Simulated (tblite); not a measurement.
Species: C₅H₈BrFO.
Atom-mapped SMILES: `[CH3:1][CH:2]([CH3:3])[C@@H:4]([F:5])[C:6](=[O:7])[Br:8]` (hydrogens: H9, H10, H11 on C1; H12 on C2; H13, H14, H15 on C3; H16 on C4)

Computed with GFN2-xTB (tblite), gas phase: L-BFGS steps from a force-field or distance-geometry start until the largest atomic force falls under 0.01 eV/Å.

Step 35: E = -752.7677 eV
```
atom  x, y, z in Å  |  force x, y, z in eV/Å
C1     -0.8421    1.0440   -0.7359    0.024   0.029  -0.002
C2     -0.2940   -0.2931   -0.2443   -0.082  -0.017  -0.001
C3     -1.3610   -1.0533    0.5391   -0.048  -0.037   0.034
C4      0.9353   -0.1007    0.6684   -0.080   0.024  -0.040
F5      1.3787   -1.3210    1.1114   -0.037   0.037   0.002
C6      2.0373    0.5923   -0.0839   -0.029   0.035  -0.024
O7      2.2993    1.7451   -0.0756    0.057  -0.014  -0.026
Br8     2.9957   -0.6294   -1.2591    0.003   0.051   0.045
H9     -0.0845    1.6061   -1.2756   -0.022   0.027  -0.043
H10    -1.6872    0.8762   -1.4017    0.088  -0.033   0.021
H11    -1.1911    1.6547    0.0948    0.048  -0.037   0.036
H12     0.0327   -0.8928   -1.1007   -0.060  -0.038   0.001
H13    -1.6752   -0.4725    1.4051   -0.004  -0.017  -0.016
H14    -2.2328   -1.2314   -0.0866    0.060  -0.006  -0.011
H15    -0.9776   -2.0102    0.8850   -0.015   0.010  -0.022
H16     0.6588    0.4949    1.5483    0.094  -0.013   0.045
```

Step 36: E = -752.7695 eV
```
atom  x, y, z in Å  |  force x, y, z in eV/Å
C1     -0.8417    1.0453   -0.7338    0.035  -0.018   0.023
C2     -0.2972   -0.2934   -0.2420    0.004  -0.002  -0.005
C3     -1.3651   -1.0552    0.5394    0.021   0.017  -0.020
C4      0.9362   -0.1008    0.6682   -0.082   0.029  -0.057
F5      1.3795   -1.3226    1.1089   -0.036   0.060  -0.004
C6      2.0390    0.5932   -0.0875   -0.069   0.004   0.026
O7      2.2996    1.7463   -0.0786    0.051  -0.012  -0.031
Br8     3.0037   -0.6280   -1.2557   -0.003   0.045   0.039
H9     -0.0869    1.6043   -1.2795   -0.005   0.027  -0.046
H10    -1.6895    0.8748   -1.3923    0.035  -0.024  -0.027
H11    -1.1851    1.6572    0.0965    0.037  -0.008   0.066
H12     0.0289   -0.8918   -1.1004   -0.058  -0.036   0.019
H13    -1.6855   -0.4705    1.3979   -0.021  -0.001   0.045
H14    -2.2295   -1.2371   -0.0919    0.004  -0.024  -0.037
H15    -0.9794   -2.0084    0.8886   -0.005  -0.022   0.002
H16     0.6652    0.4955    1.5509    0.092  -0.038   0.008
```

Step 37: E = -752.7709 eV
```
atom  x, y, z in Å  |  force x, y, z in eV/Å
C1     -0.8407    1.0493   -0.7285    0.007  -0.026   0.004
C2     -0.3009   -0.2932   -0.2419    0.088   0.022   0.001
C3     -1.3688   -1.0567    0.5376    0.020   0.052  -0.018
C4      0.9360   -0.1042    0.6664   -0.050   0.039  -0.054
F5      1.3794   -1.3284    1.1012   -0.030   0.074  -0.016
C6      2.0382    0.5935   -0.0904   -0.071   0.043   0.048
O7      2.2913    1.7493   -0.0886    0.019  -0.094  -0.024
Br8     3.0203   -0.6287   -1.2423   -0.011   0.045   0.036
H9     -0.0926    1.6001   -1.2947   -0.044  -0.005   0.000
H10    -1.7032    0.8781   -1.3690    0.049   0.011  -0.013
H11    -1.1630    1.6663    0.1079    0.047  -0.017   0.020
H12     0.0242   -0.8888   -1.1035   -0.059  -0.031   0.036
H13    -1.7085   -0.4569    1.3810   -0.008  -0.073  -0.004
H14    -2.2192   -1.2586   -0.1084    0.017  -0.027   0.019
H15    -0.9728   -2.0002    0.9065   -0.047   0.030  -0.006
H16     0.6727    0.4879    1.5554    0.071  -0.043  -0.027
```

Step 38: E = -752.7722 eV
```
atom  x, y, z in Å  |  force x, y, z in eV/Å
C1     -0.8391    1.0494   -0.7287    0.007  -0.036   0.016
C2     -0.3029   -0.2932   -0.2409    0.093   0.024  -0.005
C3     -1.3700   -1.0579    0.5387    0.052   0.065  -0.046
C4      0.9338   -0.1022    0.6649   -0.009   0.030  -0.028
F5      1.3768   -1.3259    1.1008   -0.009   0.052  -0.020
C6      2.0372    0.5956   -0.0906   -0.057  -0.021   0.022
O7      2.2957    1.7494   -0.0891    0.003  -0.028  -0.001
Br8     3.0206   -0.6258   -1.2414   -0.009   0.021   0.025
H9     -0.0925    1.6007   -1.2948   -0.009  -0.002  -0.004
H10    -1.6981    0.8775   -1.3703   -0.017   0.010  -0.046
H11    -1.1617    1.6657    0.1069    0.031   0.006   0.042
H12     0.0181   -0.8905   -1.1023   -0.030  -0.032   0.029
H13    -1.7089   -0.4612    1.3819   -0.029  -0.035   0.048
H14    -2.2190   -1.2598   -0.1065   -0.032  -0.027  -0.019
H15    -0.9752   -2.0017    0.9041   -0.018  -0.001   0.014
H16     0.6775    0.4888    1.5560    0.033  -0.025  -0.028
```

Task: Estimate the geometry and energy of step 39. (The exact step hangs on the optimiser's Hessian estimate; all steps are aligned on step 38, rigid shifts and turns removed.)

Result: E = -752.7730 eV, largest force 0.052 eV/Å
```
atom  x, y, z in Å  |  force x, y, z in eV/Å
C1     -0.8384    1.0497   -0.7275   -0.006  -0.010   0.002
C2     -0.3024   -0.2926   -0.2409    0.042   0.016  -0.008
C3     -1.3700   -1.0573    0.5379    0.022   0.036  -0.027
C4      0.9329   -0.1017    0.6634    0.019   0.017  -0.004
F5      1.3755   -1.3253    1.0989    0.008   0.021  -0.018
C6      2.0358    0.5962   -0.0901   -0.020  -0.033  -0.016
O7      2.2955    1.7494   -0.0915   -0.009   0.004   0.017
Br8     3.0233   -0.6246   -1.2380   -0.008   0.005   0.019
H9     -0.0938    1.5999   -1.2978   -0.004  -0.004   0.002
H10    -1.6992    0.8786   -1.3672   -0.020   0.013  -0.032
H11    -1.1563    1.6674    0.1094    0.029  -0.003   0.026
H12     0.0147   -0.8912   -1.1021   -0.007  -0.033   0.017
H13    -1.7137   -0.4610    1.3799   -0.022  -0.033   0.033
H14    -2.2171   -1.2651   -0.1089   -0.016  -0.011  -0.010
H15    -0.9752   -2.0003    0.9071   -0.012   0.013   0.007
H16     0.6808    0.4867    1.5562    0.003   0.002  -0.009
```

The energy changes by -0.0008 eV. The first-order estimate −F·Δx gives -0.0011 eV and the mean of the old and new forces, exact on a quadratic surface, -0.0008 eV. The step makes an angle of 69° with the force vector and moves no atom by more than 0.006 Å.

What follows is the cost of the whole relaxation. On Arm Neoverse N1, one thread (shared host), this took 0.66 s wall.
